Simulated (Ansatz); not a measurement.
Geometry optimisation of Au₃O⁺.

```yaml
crystal:
  periodic: [false, false, false]
  atoms:
    - {symbol: Au, position_ang: [-1.102190, -0.745220, 0.091750]}
    - {symbol: Au, position_ang: [1.474640, -1.527320, -0.313640]}
    - {symbol: Au, position_ang: [-0.858530, 1.966660, 0.049410]}
    - {symbol: O, position_ang: [0.486080, 0.305880, 0.172480]}
basis:
  gaussian: {orbitals: def2-SVP}
total_charge: 1
hamiltonian: {xc: r2scan, dispersion: d4}
scf: {lower_state_search: "off"}
output: {orbitals: {seedname: orbitals}}
relax: {f_tol: 0.02, max_steps: 100}
```

```sh
$ ansatz run in.yaml --threads 4 --pin off --events-out ev --progress --plain --max-ram 3916MiB
```

Shortened log:

```
Functional definition: r2SCAN
mean field -13119.90084805 eV, -482.1474631778 hartree, gradient 3.8e-6 eV, S^2 0.000000; 0 other end points of the search recorded, 0 dependent functions left out
relax step   1: F+E_penalty+E_count = -13119.93333179 eV  Δ(F+E_penalty+E_count) = +0.000e0 eV  max|allowed force component| = 1.257e0 eV/Å  Δτ_max = 0.0000 Å  (21 SCF iters, accepted)
mean field -13119.95025126 eV, -482.1492787123 hartree, gradient 2.4e-6 eV, S^2 0.000000; 0 other end points of the search recorded, 0 dependent functions left out
relax step   2: F+E_penalty+E_count = -13119.98270184 eV  Δ(F+E_penalty+E_count) = -4.937e-2 eV  max|allowed force component| = 4.070e-1 eV/Å  Δτ_max = 0.0528 Å  (23 SCF iters, accepted)
mean field -13119.97217409 eV, -482.1500843612 hartree, gradient 3.3e-6 eV, S^2 0.000000; 0 other end points of the search recorded, 0 dependent functions left out
relax step   3: F+E_penalty+E_count = -13120.00468251 eV  Δ(F+E_penalty+E_count) = -2.198e-2 eV  max|allowed force component| = 1.088e-1 eV/Å  Δτ_max = 0.0405 Å  (22 SCF iters, accepted)
mean field -13119.99870630 eV, -482.1510594020 hartree, gradient 1.2e-6 eV, S^2 0.000000; 0 other end points of the search recorded, 0 dependent functions left out
relax step   4: F+E_penalty+E_count = -13120.03131762 eV  Δ(F+E_penalty+E_count) = -2.664e-2 eV  max|allowed force component| = 1.673e-1 eV/Å  Δτ_max = 0.0890 Å  (28 SCF iters, accepted)
mean field -13120.07242190 eV, -482.1537684003 hartree, gradient 1.9e-6 eV, S^2 0.000000; 0 other end points of the search recorded, 0 dependent functions left out
relax step   5: F+E_penalty+E_count = -13120.10515950 eV  Δ(F+E_penalty+E_count) = -7.384e-2 eV  max|allowed force component| = 3.738e-1 eV/Å  Δτ_max = 0.2000 Å  (27 SCF iters, accepted)
mean field -13120.09232718 eV, -482.1544999058 hartree, gradient 3.0e-6 eV, S^2 0.000000; 0 other end points of the search recorded, 0 dependent functions left out
relax step   6: F+E_penalty+E_count = -13120.12515506 eV  Δ(F+E_penalty+E_count) = -2.000e-2 eV  max|allowed force component| = 7.210e-1 eV/Å  Δτ_max = 0.1952 Å  (26 SCF iters, accepted)
mean field -13120.07118089 eV, -482.1537227941 hartree, gradient 1.8e-6 eV, S^2 0.000000; 0 other end points of the search recorded, 0 dependent functions left out
relax step   7: F+E_penalty+E_count = -13120.10422572 eV  Δ(F+E_penalty+E_count) = +2.093e-2 eV  max|allowed force component| = 8.345e-1 eV/Å  Δτ_max = 0.2000 Å  (26 SCF iters, rejected (line search))
mean field -13120.15331701 eV, -482.1567412409 hartree, gradient 9.7e-7 eV, S^2 0.000000; 0 other end points of the search recorded, 0 dependent functions left out
relax step   8: F+E_penalty+E_count = -13120.18626304 eV  Δ(F+E_penalty+E_count) = -6.111e-2 eV  max|allowed force component| = 2.195e-1 eV/Å  Δτ_max = 0.0977 Å  (28 SCF iters, accepted)
mean field -13120.18143640 eV, -482.1577746092 hartree, gradient 9.9e-7 eV, S^2 0.000000; 0 other end points of the search recorded, 0 dependent functions left out
relax step   9: F+E_penalty+E_count = -13120.21436220 eV  Δ(F+E_penalty+E_count) = -2.810e-2 eV  max|allowed force component| = 1.332e-1 eV/Å  Δτ_max = 0.0998 Å  (27 SCF iters, accepted)
mean field -13120.18788390 eV, -482.1580115507 hartree, gradient 1.3e-6 eV, S^2 0.000000; 0 other end points of the search recorded, 0 dependent functions left out
relax step  10: F+E_penalty+E_count = -13120.22076761 eV  Δ(F+E_penalty+E_count) = -6.405e-3 eV  max|allowed force component| = 1.946e-1 eV/Å  Δτ_max = 0.1439 Å  (26 SCF iters, accepted)
mean field -13120.19353298 eV, -482.1582191504 hartree, gradient 3.4e-6 eV, S^2 0.000000; 0 other end points of the search recorded, 0 dependent functions left out
relax step  11: F+E_penalty+E_count = -13120.22646487 eV  Δ(F+E_penalty+E_count) = -5.697e-3 eV  max|allowed force component| = 1.607e-2 eV/Å  Δτ_max = 0.0616 Å  (21 SCF iters, accepted)
Total energy: -13120.22648225 eV, -482.1594300137 hartree
Atom 0 at    -1.510276    -1.046106     0.362237 Å, force    -0.016067    -0.011452     0.007131 eV/Å
Atom 1 at     1.557566    -0.840290    -0.607922 Å, force     0.013020    -0.006064     0.001280 eV/Å
Atom 2 at    -0.224124     1.828201    -0.330535 Å, force    -0.000395     0.013967     0.003385 eV/Å
Atom 3 at     0.176834     0.058195     0.576220 Å, force     0.003442     0.003548    -0.011796 eV/Å
Dipole moment:    -0.106300    -0.035072    -0.345416 e Å
Checks for a lower state left out: stability, starts, cluster_reference, orbital_swaps, neighbouring_geometries, increment
```

Hardware: 4 threads of Arm Neoverse V2 on a shared host. Wall time 24 s.

In the def2 sets Au takes a core potential; there is no spin–orbit coupling. The structure comes from a short search, and lower isomers may exist.
